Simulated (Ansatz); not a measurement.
## Ligand exchange: H2O + SiH3(SbH2) → SiH3(OH) + SbH3

Species: H2O (water) `O`, singlet; SiH3(SbH2), singlet; SiH3(OH) (silanol), singlet; SbH3 (stibine) `[SbH3]`, singlet. The partners trade H for SiH3: O–H and Sb–SiH3 bonds give way to O–SiH3 and Sb–H.

Shapes, held fixed at every level: PBE0-D4/def2-TZVP. Programs: Ansatz 0.2.0. The zero-point and thermal change to 298 K, harmonic and unscaled (PBE0-D4/def2-TZVP), is -7.3 kJ/mol.

| level | kind | ΔH(298 K) (kJ/mol) | less CCSD(T)/def2-TZVPP |
| --- | --- | --- | --- |
| HF/def2-SVP | Hartree–Fock | -67.8 | -8.2 |
| SPW92/def2-TZVPP | LDA | -47.2 | +12.4 |
| r2SCAN-D4/def2-TZVPP | meta-GGA | -55.9 | +3.7 |
| B3LYP-D4/def2-TZVPP | global hybrid | -58.3 | +1.3 |
| BHLYP-D4/def2-TZVPP | global hybrid | -63.4 | -3.8 |
| MP2/def2-TZVPP | perturbation theory | -57.6 | +2.0 |
| CCSD(T)/def2-SVP | coupled cluster or CI | -55.4 | +4.2 |
| CCSD(T)/def2-TZVPP | coupled cluster or CI | -59.6 | 0.0 |

The highest level, CCSD(T)/def2-TZVPP, gives ΔH(298 K) = -59.6 kJ/mol; the levels span -67.8 to -47.2. The column of differences is taken from that level and isn't an error. No measured value is set beside it here. For atoms past krypton def2 sets carry core potentials with scalar relativity. Outer-core shells of Sb are correlated, in sets that cover them unevenly.
